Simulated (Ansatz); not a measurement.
Single points on VCl₃.

```yaml
crystal:
  periodic: [false, false, false]
  atoms:
    - {symbol: V, position_ang: [0.002346, -0.000021, -0.000110]}
    - {symbol: Cl, position_ang: [2.125476, -0.027605, 0.012150]}
    - {symbol: Cl, position_ang: [-1.040053, 1.848330, -0.015920]}
    - {symbol: Cl, position_ang: [-1.087769, -1.820704, 0.003880]}
basis:
  gaussian: {orbitals: def2-TZVP, initial_orbitals: start.molden}
hamiltonian: {xc: lda}
scf: {omitted_lower_state_checks: [starts]}
output: {orbitals: {seedname: orbitals}}
```

The file start.molden holds the orbitals of an earlier run on this structure, at another level or in another basis.

```sh
$ ansatz run in.yaml --threads 2 --pin off --events-out ev --progress --plain --max-ram 4352MiB
```

Shortened log:

```
Functional definition: SPW92
1202 factors; their error is unknown
mean field evaluation 1: about -63080.8805 eV, gradient 3.0e1 eV
mean field evaluation 2: about -63081.4375 eV, gradient 9.7e-1 eV
mean field evaluation 4: about -63081.4420 eV, gradient 5.8e-2 eV
mean field -63081.44204524 eV, -2318.2002370255 hartree, gradient 2.5e-5 eV, S^2 0.000000; 0 other end points of the search recorded, 0 dependent functions left out
reference -63081.44209183 eV, -2318.2002387376 hartree; 37, 37 occupied and 119, 119 virtual orbitals, 1202 factors
Total energy: -63081.44209183 eV, -2318.2002387376 hartree
Checks for a lower state left out: starts
```

Hardware: 2 threads of AMD EPYC 9R45 on a shared host. Wall time 0.7 s.

First input, but with `hamiltonian: {xc: pbe, dispersion: d4}` (abridged; 1.1 s):

```
Functional definition: PBE
mean field -63239.38640318 eV, -2324.0045851211 hartree, gradient 2.1e-5 eV, S^2 0.000000
Total energy: -63239.52941195 eV, -2324.0098405967 hartree
Checks for a lower state left out: starts
```

The first input with `hamiltonian: {xc: {name: wB97M-V}}` (abridged; 14 s):

```
Functional definition: wB97M-V
mean field -63256.81525521 eV, -2324.6450836196 hartree, gradient 2.7e-5 eV, S^2 0.000000
Total energy: -63256.81530401 eV, -2324.6450854131 hartree
Checks for a lower state left out: starts
```

As the first input, with `hamiltonian: {xc: {name: r2SCAN0}, dispersion: d4}` (abridged; 7 s):

```
Functional definition: r2SCAN0
mean field -63255.83014685 eV, -2324.6088815550 hartree, gradient 2.1e-5 eV, S^2 0.000000
Total energy: -63255.87062524 eV, -2324.6103691085 hartree
Checks for a lower state left out: starts
```

As the first input, with `hamiltonian: {xc: hse06, dispersion: d4}` (abridged; 2.4 s):

```
Functional definition: HSE06
mean field -63241.37111217 eV, -2324.0775218313 hartree, gradient 2.7e-5 eV, S^2 0.000000
Total energy: -63241.49049706 eV, -2324.0819091451 hartree
Checks for a lower state left out: starts
```

As the first input, with `hamiltonian: {xc: {name: BLYP}, dispersion: d4}` (abridged; 1.1 s):

```
Functional definition: BLYP
mean field -63261.80715599 eV, -2324.8285325896 hartree, gradient 1.8e-5 eV, S^2 0.000000
Total energy: -63262.10354257 eV, -2324.8394245956 hartree
Checks for a lower state left out: starts
```

As the first input, with `hamiltonian: {xc: {text: "exchange = 0.50*pbe_x + 0.50*exact_x\ncorrelation = pbe_c"}}` (abridged; 4.3 s):

```
Functional definition: unnamed
mean field -63245.52330062 eV, -2324.2301119425 hartree, gradient 2.3e-5 eV, S^2 0.000000
Total energy: -63245.52332170 eV, -2324.2301127172 hartree
Checks for a lower state left out: starts
```

Geometry: r2SCAN-D4/def2-SVP.

HSE06 is defined as in plane-wave codes, on full-range PBE exchange. The restricted singlet is unstable towards broken spin symmetry at other levels; at LDA (SPW92)/def2-TZVP, ωB97M-V/def2-TZVP, r2SCAN0-D4/def2-TZVP, HSE06-D4/def2-TZVP and others this wasn't settled. At LDA (SPW92)/def2-TZVP an occupied level lies above an empty one. At PBE-D4/def2-TZVP the restricted singlet is unstable: a solution with broken spin symmetry lies lower. At PBE0-D4/def2-TZVP a triplet of charge 0 lies 1.04 eV below the restricted singlet, each at its own geometry.
